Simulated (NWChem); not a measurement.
Molecule: silylphosphine (SiPH5); SMILES [SiH3]P

```xyz
7

Si    -0.0001     1.0857    -0.0221
P      0.0001    -1.1921    -0.0910
H     -1.2109     1.5693    -0.7367
H      1.2065     1.5696    -0.7438
H      0.0039     1.6565     1.3525
H     -1.0367    -1.3499     0.8747
H      1.0428    -1.3496     0.8684
```
Atoms are numbered in this order, from 1.

All runs: NWChem. Pople sets run with spherical d functions. All runs use the structure optimised with B3LYP/6-31G* (spherical d). GIAO values for the isolated, static molecule; σ is the absolute isotropic shielding.

```csv
level,basis functions,σ Si1 (ppm),σ P2 (ppm),σ H3 (rotor mean) (ppm),σ H6 (ppm)
PBE0/6-31G*,46,464.4,627.8,27.83,30.38
PBE0/6-311G**,82,433.1,601.9,27.51,29.69
PBE0/def2-SVP,61,480.5,653.0,27.35,29.95
PBE0/def2-TZVP,104,411.7,588.1,27.20,29.76
PBE0/IGLO-II,100,431.0,607.4,27.30,29.97
PBE0/IGLO-III,138,425.8,604.8,27.22,29.78
PBE0/pcSseg-2,156,…,…,27.23,29.56
```

**Question.** Some entries are withheld; supply them.

**Answer.** 
- PBE0/pcSseg-2, σ Si1 (ppm): 421.2
- PBE0/pcSseg-2, σ P2 (ppm): 596.3
